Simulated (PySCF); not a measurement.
Ta: excitation energy

Ta [Xe] 4f14 5d3 6s2 (4F) → Ta [Xe] 4f14 5d2 6s2 7s1 (4F), as a difference of total energies. Computed with PySCF 2.14 in aug-cc-pVTZ-PP with ECP60MDF, with a scalar-relativistic core potential. Correlated levels: valence: 5s2 5p6 frozen. The calculations carry no spin-orbit coupling.

```json
{"method": "UHF", "excitation energy (eV)": "4.949"}
{"method": "MP2 (valence)", "excitation energy (eV)": "5.339"}
{"method": "SCS-MP2 (valence)", "excitation energy (eV)": "5.128"}
{"method": "CCSD (valence)", "excitation energy (eV)": "5.259"}
{"method": "CCSD(T) (valence)", "excitation energy (eV)": "4.856"}
```

How much does correlation contribute at CCSD(T) (valence)?

4.856 − (4.949) = -0.093 eV, measured against UHF.

The promoted electron is Rydberg-like, and one or two diffuse shells describe it only roughly, which tends to raise the upper state.

The coupled-cluster amplitudes are large for the upper state (T1 above 0.03 or a double amplitude above 0.15), so a single reference is strained.
